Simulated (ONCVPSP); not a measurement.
# caesium (Cs), ONCV: configuration errors across variants

ONCVPSP 4.0.1 input, shortened (lines: element, Z, core and valence counts, functional; n l f; lmax; l rc ep ncon nbas qcut; lloc lpopt rc5 dvloc0; l nproj debl; icmod fcfact rcfact), PBE, fully relativistic:

```
  Cs 55.00    9    3        4      upf
    1    0    2.00
    2    0    2.00
    2    1    6.00
    3    0    2.00
    3    1    6.00
    3    2   10.00
    4    0    2.00
    4    1    6.00
    4    2   10.00
    5    0    2.00
    5    1    6.00
    6    0    1.00
    2
    0    3.40    0.00    3    8    3.80
    1    2.00    0.00    3    8    4.30
    2    2.65    0.17    5    9    3.40
    4    5    1.30    0.00
    0    2    1.90
    1    1    2.80
    2    2    3.80
    0    0.00    0.00
```

Open shells are filled in proportion to 2j + 1.

In the d channel the program set the typed energies aside and used 0.050, 3.850 Ha (j = l + 1/2; the other j can differ).

All-electron excitation energies from the reference (eV): (1) 5s2 5p6 6s0 3.863; (2) 5s2 5p6 6s0.5 1.471; (3) 5s2 5p5 6s1 17.909.

A true bound ghost makes a file unfit for plane-wave use even where its test errors are small: the radial tests pick states by their node count and pass the ghost by.

Errors AE − PS in meV (a dash: test not solved or not reliable):

```csv
change,(1),(2),(3),bound ghosts,GHOST(+) flags above zero
base,+0.2,0.0,+42,"s, p3/2",p1/2
s: qcut 2.4; p: qcut 2.7; d: qcut 2.1,+0.2,+0.1,+54,"s, p3/2, p1/2",none
s: qcut 2.9; p: qcut 3.3; d: qcut 2.6,+0.3,+0.1,+51,"s, p3/2, p1/2",none
s: qcut 3.2; p: qcut 3.6; d: qcut 2.8,+0.3,+0.1,+49,"s, p3/2",p1/2
s: qcut 3.6; p: qcut 4; d: qcut 3.2,+0.2,0.0,+45,"s, p3/2",p1/2
s: qcut 3.9; p: qcut 4.4; d: qcut 3.5,+0.1,0.0,+41,"s, p3/2",p1/2
s: qcut 4.1; p: qcut 4.7; d: qcut 3.7,+0.1,0.0,+38,"s, p3/2",p1/2
s: qcut 4.8; p: qcut 5.4; d: qcut 4.3,+0.1,0.0,+35,"s, p3/2",p1/2
s: qcut 5.2; p: qcut 5.9; d: qcut 4.6,+0.1,0.0,+35,"s, p3/2",p1/2
s: qcut 5.6; p: qcut 6.3; d: qcut 5,+0.2,0.0,+36,"s, p3/2",none
```

Give the same row for: s: qcut 4.5; p: qcut 5.1; d: qcut 4.

+0.1, 0.0, +36; bound ghosts: s, p3/2; GHOST(+) flags above zero: p1/2.
